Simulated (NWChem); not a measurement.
Correlation energy of CHCl2

```
C
H 1 1.0916
Cl 1 1.7010 2 117.43
Cl 1 1.7010 2 117.43 3 153.75
```
Charge 0, spin multiplicity 2.

The numbers come from NWChem runs, not from measurements. The geometry was optimised at UPBE0/def2-SVP, a minimum by its harmonic frequencies.

Basis set: def2-SVP. Each correlation energy counts from its own Hartree-Fock reference.

The correlated methods keep 11 core orbitals frozen. The structure started from a generated list of species. The unpaired electrons of the parent sit in orbitals of symmetry a' (Cs labels of the run); other states weren't searched. No SCF solution was tested for a lower state. Open-shell Hartree-Fock references start from PBE0 orbitals. Coupled-cluster values serve here as a point of comparison, not as the truth.

```json
[
 {"method": "UMP2", "correlation energy (mHa)": "-382.7"},
 {"method": "SCS-UMP2", "correlation energy (mHa)": "-371.3"},
 {"method": "CCSD on UHF", "correlation energy (mHa)": "-417.8"},
 {"method": "CCSD[T] on UHF", "correlation energy (mHa)": "___"},
 {"method": "CCSD(T) on UHF", "correlation energy (mHa)": "-428.4"},
 {"method": "CCSD on ROHF", "correlation energy (mHa)": "___"},
 {"method": "CCSD[T] on ROHF", "correlation energy (mHa)": "-434.4"},
 {"method": "CCSD(T) on ROHF", "correlation energy (mHa)": "___"}
]
```

Problem. Complete the blanks.

Solution. 
- CCSD[T] on UHF, correlation energy (mHa): -429.0
- CCSD on ROHF, correlation energy (mHa): -422.7
- CCSD(T) on ROHF, correlation energy (mHa): -433.8
